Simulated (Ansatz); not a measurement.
```xyz
13

B    -1.619    0.330    0.492
S     0.285    0.611    0.489
C     0.946   -1.017    0.823
C     0.680    0.765   -1.248
H    -1.858    0.083    1.652
H    -1.806   -0.589   -0.276
H    -2.054    1.398    0.125
H     0.477   -1.741    0.156
H     2.029   -1.015    0.705
H     0.687   -1.255    1.854
H     1.761    0.787   -1.388
H     0.226   -0.061   -1.797
H     0.246    1.705   -1.586
```

The species carries charge 0 and has multiplicity 1.

**Question.** List the ωB97M-V/def2-TZVPP orbital energies in eV (Ansatz). (Estimate.)

**Answer.** The calculation gave: Occupied: -2428.31, -282.63, -282.63, -222.21, -185.92, -165.33, -165.26, -165.14, -26.50, -23.26, -20.74, -16.93, -15.81, -15.26, -14.95, -14.67, -13.43, -12.36, -10.73, -10.58, -10.07. Lowest empty: 2.29, 2.37, 3.11, 3.48, 3.65, 3.86, 3.91, 4.59.
